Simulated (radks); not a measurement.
The numbers below are computed, except where a source is named.
How relativity changes the ionisation of the cadmium ion Cd20+ ([Ar] 3d10) to Cd21+ ([Ar] 3d9). Spin-unpolarised spherical Kohn-Sham, PBE, point nucleus unless stated (finite: rms radius 4.6087 fm), a radial shooting solver on a logarithmic mesh with Libxc functionals. A level marked "c x" has the speed of light scaled by that factor and shares open shells by 2j + 1; other Dirac levels either fill j = l - 1/2 first or share by 2j + 1.

level                               E(Cd20+) (hartree)  E(Cd21+) (hartree)  IE (eV)   HOMO  <r> HOMO (bohr)
non-rel.                                   -5300.24141         -5264.61963   969.32     3d           0.3249
scalar-rel.                                -5426.46547         -5390.94991   966.43     3d           0.3246
scalar-rel., finite nucleus                -5426.33955         -5390.82393   966.43     3d           0.3246
Dirac, 2j+1 shares                         -5427.81795         -5392.30503   966.36  3d5/2           0.3259
Dirac, low j first                         -5427.81795         -5392.41794   963.28  3d5/2           0.3259
Dirac, 2j+1 shares, finite nucleus         -5427.69171         -5392.17872   966.36  3d5/2           0.3259
Dirac, c x 0.75                            -5539.15325         -5503.73234   963.85  3d5/2           0.3268
Dirac, c x 1.25                            -5380.06308         -5344.50981   967.45  3d5/2           0.3255
Dirac, c x 10                              -5301.44248         -5265.82175   969.29  3d5/2           0.3249

NIST Atomic Spectra Database: 963 eV (theoretical). The relativistic part of the total energy of Cd20+ is -127.5 hartree (Dirac, 2j+1 shares, finite nucleus), 2.4 % of the non-relativistic value. Spin polarisation and multiplet splitting of open shells are left out at every level.

Beside tabulated values, note that relativity, absent from the non-relativistic runs, is large for the heavy elements, and spin-unpolarised runs miss the spin-polarisation part of the exchange energy of open shells.
